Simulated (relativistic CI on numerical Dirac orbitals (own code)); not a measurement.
**Pd41+: sensitivity of the levels to the model**

Base calculation: Dirac-Coulomb-Breit CI, separate exchange-only KLI orbitals for each configuration, model QED (radiative potential, 1s self-energy scaled to tabulated hydrogen-like ionisation energies), unscaled Slater integrals.

Configuration list (outside the closed core 1s2): 2s2 2p, 2s 2p2, 2p3, 2p2 3s, 2p2 3p, 2p2 3d, 2s2 3s, 2s2 3p, 2s2 3d, 2s 2p 3s, 2s 2p 3p, 2s 2p 3d, 2s2 4s, 2s2 4p, 2s2 4d, 2s2 4f, 2s 2p 4s, 2s 2p 4p, 2s 2p 4d, 2s 2p 4f, 2s2 5s, 2s2 5p, 2s2 5d, 2s2 5f, 2s2 5g, 2s 3s2, 2s 3s 3p, 2s 3s 3d, 2s 3p2, 2s 3p 3d, 2s 2p 5s, 2s 2p 5p, 2p 3s2, 2s 2p 5d, 2s 2p 5f, 2s 2p 5g. Levels of other configurations are missing.

Variants: (1) one mean potential for all configurations. Shifts of the energy above 2s2 2p 2P°_1/2, in eV, for the lowest level and the first level of each name with at least 55 % of one term (blank where a level changes its place among those of its configuration and J or its character, or is not in the variant):

| Level | Base | Δ(1) |
| --- | --- | --- |
| 2s2 2p 2P°_1/2 | 0.00 | 0.00 |
| 2s 2p2 4P_1/2 | 127.99 | +0.08 |
| 2s2 2p 2P°_3/2 | 177.67 | +0.04 |
| 2s 2p2 4P_3/2 | 267.72 | +0.08 |
| 2s 2p2 2D_3/2 | 337.33 | +0.08 |
| 2s 2p2 2P_1/2 | 340.67 | +0.08 |
| 2s 2p2 2S_1/2 | 525.99 | +0.08 |
| 2s 2p2 2P_3/2 | 527.38 | +0.08 |
| 2p3 2D°_5/2 | 648.44 | +0.21 |
| 2p3 2P°_1/2 | 680.97 | +0.22 |
| 2s2 3s 2S_1/2 | 3622.90 | +0.17 |
| 2s2 3p 2P°_1/2 | 3668.76 | +0.13 |
| 2s 2p 3s 4P°_1/2 | 3712.32 | +0.11 |
| 2s2 3p 2P°_3/2 | 3715.54 | +0.10 |
| 2s 2p 3s 2P°_1/2 | 3743.81 | +0.08 |
| 2s 2p 3p 4D_1/2 | 3751.23 | +0.20 |
| 2s2 3d 2D_3/2 | 3756.85 | +0.09 |
| 2s2 3d 2D_5/2 | 3773.34 | +0.11 |
| 2s 2p 3d 4F°_3/2 | 3838.22 | +0.11 |
| 2s 2p 3d 4F°_5/2 | 3852.93 | +0.10 |
| 2s 2p 3d 4D°_1/2 | 3865.53 | +0.06 |
| 2s 2p 3s 4P°_5/2 | 3891.29 | +0.24 |

At this charge energies of transitions that change n are usually good to better than 1 %, and those within a shell (Δn = 0) to a few per cent.

Ionisation energy from the two ground configurations alone: base 6474.52 eV. The NIST ASD value (semi-empirical) is 6469 eV.

LS names give the leading component of a level, which can be under half, so a name can repeat, a term be missing and a line seem to break the LS rules.
